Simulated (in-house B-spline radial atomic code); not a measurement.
A fraction x of an electron is removed from 5s in the tellurium ion Te⁵⁺, starting from [Kr] 4d10 5s1 and keeping the highest spin. Computed with a B-spline radial code for spherical atoms: scalar-relativistic (X2C) RPBE, spin-polarised, spherical fractional occupations, Fermi nucleus of rms radius 4.7423 fm.

```
   x  E(x) - E(0) (eV)  5s up level (eV)
   0            0.0000           -65.408
0.02            1.3104           -65.634
0.15            9.9386           -67.108
0.37           24.9786           -69.626
 0.4           27.0726           -69.973
 0.5           34.1281           -71.139
0.61           42.0248           -72.443
0.68           47.1253           -73.288
0.79           55.2611           -74.641
0.89           62.7874           -75.885
   1           71.2081                 -
```

The exact functional would give a straight line between the two integer points. Deviations E(x) - E(0) - x[E(1) - E(0)], in eV: -0.114 at x = 0.02, -0.743 at x = 0.15, -1.368 at x = 0.37, -1.411 at x = 0.4, -1.476 at x = 0.5, -1.412 at x = 0.61, -1.296 at x = 0.68, -0.993 at x = 0.79, -0.588 at x = 0.89.

The curve lies below the straight line by up to 1.476 eV (at x = 0.5): convex, the delocalisation error that favours fractional charges.

(1) How well does Slater's transition state (minus the level at half occupation) give the ionisation energy?

Answers

(1) It gives 71.139 eV against 71.208 eV from the two total energies; NIST lists 69.10 eV, ground level to ground level.
